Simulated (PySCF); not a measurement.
A side-by-side comparison of computed properties.

First species: C3H10FNSi3.
SMILES with atom numbers: `[F:1][SiH2:2][C:3]#[C:4][C@H:5]([SiH3:6])[NH:7][SiH3:8]` (hydrogens: H9, H10 on Si2; H11 on C5; H12, H13, H14 on Si6; H15 on N7; H16, H17, H18 on Si8)

Second species: C₉H₁₂O.
Structure used (GFN2-xTB), in Å, numbered top down from 1:
```
atom  x, y, z in Å
C1     3.7581   -0.3404   -0.9405
C2     2.7065    0.0455    0.0907
C3     1.2971   -0.1230   -0.4671
O4     0.3808    0.2505    0.5407
C5    -0.9525    0.1842    0.2751
C6    -1.8000    0.5687    1.3163
C7    -3.1684    0.5385    1.1500
C8    -3.7188    0.1260   -0.0541
C9    -2.8830   -0.2555   -1.0860
C10   -1.5061   -0.2296   -0.9316
H11    3.6366   -1.3786   -1.2417
H12    4.7559   -0.2179   -0.5283
H13    3.6732    0.2849   -1.8265
H14    2.8058   -0.5769    0.9812
H15    2.8396    1.0849    0.3937
H16    1.1674    0.5130   -1.3549
H17    1.1348   -1.1702   -0.7608
H18   -1.3563    0.8868    2.2467
H19   -3.8122    0.8379    1.9640
H20   -4.7901    0.1026   -0.1845
H21   -3.2995   -0.5793   -2.0290
H22   -0.8792   -0.5327   -1.7556
```

Levels: PBE0/pcSseg-1 for dipole moment, HOMO energy, LUMO energy and HOMO–LUMO gap; GFN2-xTB for rotational constant A and rotational constant C. Geometries: GFN2-xTB. Each species is one conformer at its optimised geometry, gas phase, non-relativistic unless stated. Electronic properties by PySCF.

Dipoles, sizes and rotational constants follow the conformer. The torsions of the flexible species, by atom-mapped SMILES:
- `[F:1][SiH2:2][C:3]#[C:4][C@H:5]([SiH3:6])[NH:7][SiH3:8]`: C4–C5–N7–Si8 -81°
- `[CH3:1][CH2:2][CH2:3][O:4][c:5]1[cH:6][cH:7][cH:8][cH:9][cH:10]1`: C1–C2–C3–O4 180°, C2–C3–O4–C5 180°, C3–O4–C5–C6 180°

Q: Which has the higher LUMO energy?

A: The second: -0.10 eV against -0.70 eV, a difference of 0.60 eV.

Q: Which has the higher HOMO energy?

A: The second: -6.41 eV against -7.16 eV, a difference of 0.75 eV.

Q: Which of the two has the higher dipole moment, and by how much?

A: The first: 1.81 D against 1.45 D, a difference of 0.36 D.

Q: Which has the higher HOMO–LUMO gap?

A: The first: 6.46 eV against 6.31 eV, a difference of 0.15 eV.

Q: Which has the higher rotational constant A?

A: The second: 4.476 GHz against 1.355 GHz, a difference of 3.121 GHz.

Q: Which has the higher rotational constant C?

A: The second: 0.531 GHz against 0.412 GHz, a difference of 0.119 GHz.

On the first: The dipole matches unit charges of opposite sign 0.38 Å apart (1 e·Å = 4.8032 D).

On the second: In atomic units the dipole is 0.57 e·bohr (1 au = 2.5417 D).
